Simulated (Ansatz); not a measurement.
Complex (SMILES): Cl (HCl) with C#N (CH-N), atoms 1 to 2 the first; geometry from B3LYP-D3(BJ)/def2-TZVP, monomers rigid:
```xyz
5

Cl     0.5827     0.3550    -0.5709
H     -0.2332    -0.1068     0.3213
C     -2.2420    -1.2590     2.4984
N     -1.5177    -0.8394     1.7187
H     -2.9178    -1.6506     3.2258
```

Interaction energy at MP2 with Ansatz (an electronic-structure program), kcal/mol, without and with the counterpoise correction (monomers among the partner's ghost functions). Cartesian d functions, on some or all atoms, in 6-31G**, 6-311+G**; all else is spherical. Cores are frozen. No added dispersion term, no relativity. Reference, counterpoise-corrected: Hartree-Fock in aug-cc-pV(Q+d)Z plus the correlation part extrapolated as X^-3 from aug-cc-pV(T+d)Z and aug-cc-pV(Q+d)Z, -5.35.

| basis | functions | uncorrected |
|---|---|---|
| 6-31G | 35 | -7.04 |
| pcseg-0 | 35 | -6.71 |
| pcseg-1 | 56 | -5.51 |
| 6-31G** | 59 | -5.82 |
| 6-311+G** | 87 | -5.03 |
| def2-TZVPP | 132 | -5.27 |
| def2-TZVPD | 138 | -5.38 |
| def2-TZVPPD | 159 | -5.47 |
| pcseg-3 | 250 | -5.29 |
| def2-QZVPPD | 271 | -5.30 |
| aug-cc-pV(Q+d)Z | 341 | -5.54 |
| cc-pV(5+d)Z | 392 | -5.32 |

How large is the counterpoise correction in each set?

6-31G 1.92, pcseg-0 1.47, pcseg-1 0.85, 6-31G** 1.33, 6-311+G** 0.88, def2-TZVPP 0.55, def2-TZVPD 0.54, def2-TZVPPD 0.53, pcseg-3 0.24, def2-QZVPPD 0.18, aug-cc-pV(Q+d)Z 0.30, cc-pV(5+d)Z 0.12 kcal/mol. The corrected value lies nearer the reference in 3 of 12 rows.
